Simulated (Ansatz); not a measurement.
Input file for Ansatz (a quantum-chemistry and plane-wave program): R-PBE/def2-TZVPP on CH6AlN (SMILES C[NH][AlH2]), a point of a torsion scan.

Ansatz 0.2 input:
```yaml
crystal:
  periodic: [false, false, false]
  atoms:
    - {symbol: C, position_ang: [-1.27463962, 0.27467671, 0.21740558]}
    - {symbol: N, position_ang: [-0.07025650, -0.53208367, 0.01788489]}
    - {symbol: Al, position_ang: [1.64948690, -0.10283988, -0.18232937]}
    - {symbol: H, position_ang: [-1.97980777, 0.14889123, -0.61033684]}
    - {symbol: H, position_ang: [-0.98708140, 1.32424541, 0.26839093]}
    - {symbol: H, position_ang: [-1.78443359, 0.01186457, 1.14908667]}
    - {symbol: H, position_ang: [-0.32953663, -1.51700510, -0.00465808]}
    - {symbol: H, position_ang: [2.56870489, -1.00687460, -1.02587926]}
    - {symbol: H, position_ang: [2.27253753, 1.16226993, 0.44473869]}
basis:
  gaussian:
    orbitals: def2-TZVPP
hamiltonian:
  xc: {name: PBE}
scf: {lower_state_search: off}
```

It printed:

```
WARN ansatz: RAYON_NUM_THREADS=1 ignored (pool sized by the plan → 1); use --threads N
Functional definition: PBE
these checks for a lower state are left out or cut short: stability, starts, cluster_reference, orbital_swaps, neighbouring_geometries, increment
integrals: 0.08 GiB planned
958 factors; their error is unknown
mean field: 0.67 GiB planned
mean field evaluation 1: about -9203.0973 eV, gradient 7.6e1 eV
mean field evaluation 2: about -9137.5723 eV, gradient 1.6e2 eV
mean field evaluation 4: about -9215.3459 eV, gradient 1.6e1 eV
mean field evaluation 8: about -9215.8472 eV, gradient 1.3e-1 eV
mean field evaluation 16: about -9215.8312 eV, gradient 1.0e-4 eV
mean field -9215.83117576 eV, -338.6755489944 hartree, gradient 1.1e-6 eV, S^2 0.000000; 0 other end points of the search recorded, 0 dependent functions left out
reference -9215.83122375 eV, -338.6755507580 hartree; 16, 16 occupied and 172, 172 virtual orbitals, 958 factors
Total energy: -9215.83122375 eV, -338.6755507580 hartree
Checks for a lower state left out: stability, starts, cluster_reference, orbital_swaps, neighbouring_geometries, increment
```

The run converged.

Cost: roughly 1.2 core-seconds.
